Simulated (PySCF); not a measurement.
# Ba⁴¹⁺: ionisation energy

Ba⁴¹⁺ [Ne] 3s2 3p3 (4S) → Ba⁴²⁺ [Ne] 3s2 3p2 (3P), as a difference of total energies. All numbers are calculated (PySCF 2.14, no relativity, point nucleus, in an uncontracted even-tempered set (16 s from 8 bohr⁻², ratio 2.5; 10 p from 10 bohr⁻², ratio 2.5; 4 d from 42 bohr⁻², ratio 2.7; 4 f from 63 bohr⁻², ratio 2.7)). Correlated levels: outer shells: 1s2 frozen; virtual orbitals above 40 to 60 times the deepest correlated orbital energy dropped. The calculations carry no spin-orbit coupling.

```json
{"method": "UHF", "ionisation energy (eV)": "3068.8"}
{"method": "LDA", "ionisation energy (eV)": "3069.4"}
{"method": "PBE", "ionisation energy (eV)": "3069.9"}
{"method": "PBE0", "ionisation energy (eV)": "3070.0"}
{"method": "r2SCAN", "ionisation energy (eV)": "3070.7"}
{"method": "B2PLYP", "ionisation energy (eV)": "3069.8"}
{"method": "BP86", "ionisation energy (eV)": "3070.1"}
{"method": "MP2 (outer shells)", "ionisation energy (eV)": "3069.1"}
{"method": "SCS-MP2 (outer shells)", "ionisation energy (eV)": "3068.8"}
```

Spin-orbit coupling is strong in these open shells (close to jj coupling). The scalar numbers leave it out and a first-order estimate fails, so it can dominate the gap to the real levels.

All relativistic terms are absent from these numbers, so their closeness to the reference says little about the methods.

For comparison: 3081 ± 4 eV (theoretical estimate listed by NIST; NIST Atomic Spectra Database, ionization energies).
